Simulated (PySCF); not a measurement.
From one molecule to another.

First species: C2H15PSi4.
SMILES: `CC[SiH2][Si@@H](P)[SiH2][SiH3]`

Second species: C5H5ClO2S2.
Structure used (GFN2-xTB), in Å, numbered top down from 1:
```xyz
15
C5H5ClO2S2 angstrom
C     -2.3319    0.6713    0.5848
S     -1.4875   -0.1476   -0.7932
O     -1.8682   -1.5298   -0.8291
O     -1.6552    0.6445   -1.9762
C      0.2243   -0.0864   -0.3014
C      1.0321   -1.1442   -0.0260
C      2.3368   -0.7554    0.3427
C      2.4860    0.6001    0.3378
Cl     3.8958    1.4683    0.7351
S      1.0299    1.4260   -0.1305
H     -2.0182    1.7070    0.6030
H     -3.3979    0.5994    0.4082
H     -2.0627    0.1541    1.4964
H      0.6882   -2.1596   -0.0942
H      3.1242   -1.4397    0.5980
```

Levels: PBE0/pcSseg-1 for dipole moment, HOMO energy, LUMO energy and HOMO–LUMO gap; GFN2-xTB for rotational constant A and rotational constant C. Geometries: GFN2-xTB. Each species is one conformer at its optimised geometry, gas phase, non-relativistic unless stated. Electronic properties by PySCF.

Dipoles, sizes and rotational constants follow the conformer. The torsions of the flexible species, by atom-mapped SMILES:
- `[CH3:1][CH2:2][SiH2:3][Si@@H:4]([PH2:5])[SiH2:6][SiH3:7]`: C1–C2–Si3–Si4 -168°, C2–Si3–Si4–P5 29°, Si3–Si4–Si6–Si7 -178°, H–P5–Si4–Si3 167°, H–P5–Si4–Si3 75°
- `[CH3:1][S:2](=[O:3])(=[O:4])[c:5]1[cH:6][cH:7][c:8]([Cl:9])[s:10]1`: C1–S2–C5–C6 116°

Task: Which of the two has the higher rotational constant A, and by how much?

Result: The second: 2.383 GHz against 1.989 GHz, a difference of 0.394 GHz.

Task: Which has the higher HOMO energy?

Result: The first: -7.23 eV against -7.51 eV, a difference of 0.28 eV.

Task: Which has the higher dipole moment?

Result: The second: 4.04 D against 0.56 D, a difference of 3.48 D.

Task: Which has the higher HOMO–LUMO gap?

Result: The first: 6.39 eV against 5.78 eV, a difference of 0.61 eV.

Task: Which has the higher LUMO energy?

Result: The first: -0.84 eV against -1.73 eV, a difference of 0.89 eV.

Task: Which has the higher rotational constant C?

Result: The second: 0.425 GHz against 0.338 GHz, a difference of 0.087 GHz.

On the first: In atomic units the dipole is 0.22 e·bohr (1 au = 2.5417 D). A dipole of 0.56 D is allowed in C1, and pure rotational transitions are dipole-allowed.

On the second: In atomic units the dipole is 1.59 e·bohr (1 au = 2.5417 D).
